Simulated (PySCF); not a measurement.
C3H16Si4.
InChI=1S/C3H16Si4/c1-2-3-5-7-6-4/h2-3,5-7H2,1,4H3

Torsions of this conformer, `[CH3:1][CH2:2][CH2:3][SiH2:4][SiH2:5][SiH2:6][SiH3:7]`: C1–C2–C3–Si4 -179°, C2–C3–Si4–Si5 180°, C3–Si4–Si5–Si6 177°, Si4–Si5–Si6–Si7 57°.

The closed-shell ground state was solved at several levels (PySCF, density fitting, gas phase, non-relativistic). The structure is a single PBE0-D3(BJ)/def2-SVP conformer in the gas phase; no vibrational or solvent corrections.

| level | basis functions | total energy (Eh) | HOMO (eV) | LUMO (eV) | gap (eV) | dipole (D) |
| --- | --- | --- | --- | --- | --- | --- |
| wB97X-D/def2-SVPD | 284 | -1281.4301 | -9.37 | 1.49 | 10.86 | 1.12 |
| PBE0/pcSseg-1 | 227 | -1281.2159 | -7.73 | -0.12 | 7.61 | 1.14 |

Task: Estimate the row for KT3/pcSseg-1, a basis of 227 functions; the other rows only guide the guess.

Result: Total energy -1293.0964 Eh, HOMO -6.72 eV, LUMO -0.86 eV, gap 5.86 eV, dipole 1.13 D.

Task: Over all these levels, which gives the widest orbital gap and which the narrowest?

Result: wB97X-D/def2-SVPD (range-separated hybrid) has the widest, 10.86 eV, and KT3/pcSseg-1 (GGA) the narrowest, 5.86 eV. Functional and basis both differ between the two, so the spread mixes both effects.

Task: How far do the dipole and the HOMO energy spread over the levels?

Result: The dipole runs from 1.12 to 1.14 D (mean 1.13 D) and the HOMO from -9.37 to -6.72 eV.

The pairwise dispersion term of wB97X-D wasn't added to the energies; at a given geometry it leaves orbitals and properties as they are.
